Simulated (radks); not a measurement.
Sr8+, 30 electrons, occupied as [Ar] 3d10 4s2 (the NIST ground configuration).

Calculated with a radial shooting solver on a logarithmic mesh with Libxc functionals: non-relativistic Kohn-Sham, LDA (Slater exchange, VWN5 correlation), spin-unpolarised, spherical densities, point nucleus; relativity is left out, which matters for an element this heavy.

Energy parts (eV):
| part | energy |
|---|---|
| total | -84655.655 |
| kinetic | 84595.541 |
| electron-nucleus | -198046.058 |
| Hartree | 31402.983 |
| exchange-correlation | -2608.120 |

Orbitals (lengths in bohr, moments of r in powers of bohr; <r^-3> diverges for s and p1/2):
orbital,occ.,eigenvalue (eV),<1/r>,<r>,<r^-3>,<r^4>
1s,2,-15722.85,37.45,0.04023,-,0.00001190
2s,2,-2212.213,8.367,0.1772,-,0.002335
2p,6,-2029.162,8.361,0.1523,1660,0.001589
3s,2,-447.6589,2.837,0.5022,-,0.1300
3p,6,-380.4370,2.740,0.5007,257.4,0.1402
3d,10,-258.1617,2.538,0.4892,35.99,0.1651
4s,2,-148.6781,1.116,1.218,-,3.952

The highest occupied level is 4s at -148.68 eV. The electron density at the nucleus is 3.797e+04 e/bohr^3.
